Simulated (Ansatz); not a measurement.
Gas-phase electronic energies from Ansatz, PBE0-D4/def2-TZVP geometries. CBS: MP2 limit from def2 TZ/QZ plus the TZ coupled-cluster correction, frozen cores. Functionals use def2-TZVPP. B3LYP here is the variant with VWN-RPA as its local correlation; programs differ in this. Elements past krypton have def2 core potentials. For Sn outer-core shells are correlated without core-valence functions, which leaves a few kJ/mol of doubt a bond. One conformer a species, not always the lowest.

`[CH3][SnH]([OH])[AlH2]` + `CB(N)[SiH3]` → `CNB(C)[SiH3]` + `[OH][SnH2][AlH2]`  (substitution at a C–Sn bond)

`[CH3][SnH]([OH])[AlH2]`:

Z-matrix (Å, degrees):
```
C
Sn 1 2.137
H 1 1.090 2 110.7
H 1 1.090 2 109.8 3 120.7
H 1 1.090 2 108.5 3 -120.0
O 2 1.989 1 100.2 3 176.6
Al 2 2.676 1 118.3 3 -66.3
H 2 1.727 1 108.8 3 65.3
H 6 0.959 2 113.4 1 -177.3
H 7 1.589 2 121.5 1 37.9
H 7 1.589 2 119.4 1 -142.2
```

`CB(N)[SiH3]`:

```xyz
12

C     0.720    1.454    0.101
B     0.018    0.063    0.315
N    -0.262   -0.393    1.600
Si   -0.503   -1.115   -1.251
H     0.100    2.110   -0.520
H     0.941    1.985    1.033
H     1.660    1.334   -0.448
H    -0.708   -1.273    1.797
H    -0.035    0.136    2.428
H     0.681   -1.481   -2.083
H    -1.467   -0.428   -2.160
H    -1.145   -2.391   -0.812
```

`CNB(C)[SiH3]`:

Z-matrix (Å, degrees):
```
C
N 1 1.446
H 1 1.094 2 111.2
H 1 1.094 2 111.3 3 120.5
H 1 1.088 2 110.1 3 -119.7
B 2 1.394 1 129.2 3 120.7
H 2 1.008 1 112.8 3 -59.4
Si 6 2.028 2 116.1 1 179.9
C 6 1.574 2 123.7 1 -0.2
H 8 1.493 6 112.3 2 121.4
H 8 1.493 6 112.1 2 -118.9
H 8 1.496 6 111.7 2 1.1
H 9 1.096 6 109.9 2 -121.0
H 9 1.093 6 115.9 2 1.2
H 9 1.096 6 110.1 2 123.5
```

`[OH][SnH2][AlH2]`:

```xyz
8

O    -0.479   -0.056    2.109
Sn   -0.922   -0.254    0.184
Al    1.178    0.525   -1.275
H     0.316   -0.532    2.357
H    -1.391   -1.893   -0.048
H    -2.326    0.713    0.072
H     2.627    0.464   -0.630
H     0.996    1.033   -2.768
```

Is it downhill or uphill in electronic energy at CCSD(T)/CBS, and by how much? (An estimate is asked.)

Ansatz gave: Uphill: ΔE = +68.8 kJ/mol.

What do these levels give: PBE-D4, PBE0-D4, ωB97X-V, B2PLYP, PBE0, B3LYP, MP2/def2-TZVPP, CCSD/def2-TZVPP, HF/def2-QZVPP, MP2/def2-QZVPP, HF/CBS(def2), MP2/CBS(def2)? (Best estimate.)

Ansatz gave: PBE-D4 60.0, PBE0-D4 60.3, ωB97X-V 59.8, B2PLYP 64.5, PBE0 60.9, B3LYP 61.4, MP2/def2-TZVPP 71.4, CCSD/def2-TZVPP 64.1, HF/def2-QZVPP 58.7, MP2/def2-QZVPP 73.9, HF/CBS(def2) 58.7, MP2/CBS(def2) 75.7 kJ/mol.

Largest T1 diagnostic among the species: 0.014.

In def2-TZVPP, CCSD(T) changes the Hartree–Fock value by +5.8 kJ/mol (the triples alone add +0.5 kJ/mol) and MP2 by +12.7 kJ/mol.
